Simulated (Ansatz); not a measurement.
`C[O][AlH][Br]` + silanol → `[SiH3][O][AlH][Br]` + CH₃OH at 298.15 K and 1 bar (ligand exchange at the Al–O bond).

Computed with Ansatz on PBE0-D4/def2-TZVP structures; ΔE is electronic, products minus reactants. CCSD(T)/CBS is the MP2 limit (def2-TZVPP, def2-QZVPP) plus CCSD(T) − MP2 in def2-TZVPP, frozen cores. This one scheme is used for every species. For Br outer-core shells are correlated without core-valence functions, which leaves a few kJ/mol of doubt a bond. Scalar relativity is left out up to krypton. Each species was taken in one conformer, which may not be the lowest.

```json
{"species": "`C[O][AlH][Br]`", "CCSD(T)/CBS energy (Eh)": "-2931.07194", "H − E (kJ/mol)": "151.4", "S (J/(mol·K))": "344.8"}
{"species": "`O[SiH3]`", "CCSD(T)/CBS energy (Eh)": "-366.69042", "H − E (kJ/mol)": "113.6", "S (J/(mol·K))": "257.8"}
{"species": "`[SiH3][O][AlH][Br]`", "CCSD(T)/CBS energy (Eh)": "-3182.15432", "H − E (kJ/mol)": "120.7", "S (J/(mol·K))": "380.7"}
{"species": "CH₃OH", "CCSD(T)/CBS energy (Eh)": "-115.61712", "H − E (kJ/mol)": "146.3", "S (J/(mol·K))": "238.2"}
```

H − E and S are ideal-gas, rigid-rotor, harmonic terms from PBE0-D4/def2-TZVP, for one conformer and one mirror image of each species. 1 Eh = 2625.50 kJ/mol, R = 8.31446 J/(mol·K).

Q: By hand: ΔE, ΔH, ΔS and ΔG.

A: ΔE = (-3182.15432) + (-115.61712) − (-2931.07194) − (-366.69042) = -0.00908 Eh = -23.8 kJ/mol. Δ(H − E) = 120.7 + 146.3 − 151.4 − 113.6 = 2.0, so ΔH = -21.8 kJ/mol. ΔS = 380.7 + 238.2 − 344.8 − 257.8 = 16.3 J/(mol·K). ΔG = -21.8 − 298.15 × (16.3)/1000 = -26.7 kJ/mol.

Q: By hand: the equilibrium constant, and the temperature at which ΔG would vanish if ΔH and ΔS stayed fixed.

A: log₁₀ K = −ΔG/(RT ln 10) = 4.7. ΔH and −TΔS have one sign here, so there is no such temperature.

ΔH outweighs TΔS. A doubt of 5 kJ/mol in ΔE shifts log₁₀ K by 0.9 here. Other conformers and mirror images would add mixing entropy, several J/(mol·K) or more a flexible species. Modes under 60 cm⁻¹, often nearly free rotors, make the harmonic entropy too high. These are equilibria of isolated gas molecules and say nothing of rates. Largest T1 diagnostic: 0.011 (customary marks: 0.02 for closed shells, 0.045 for open ones).
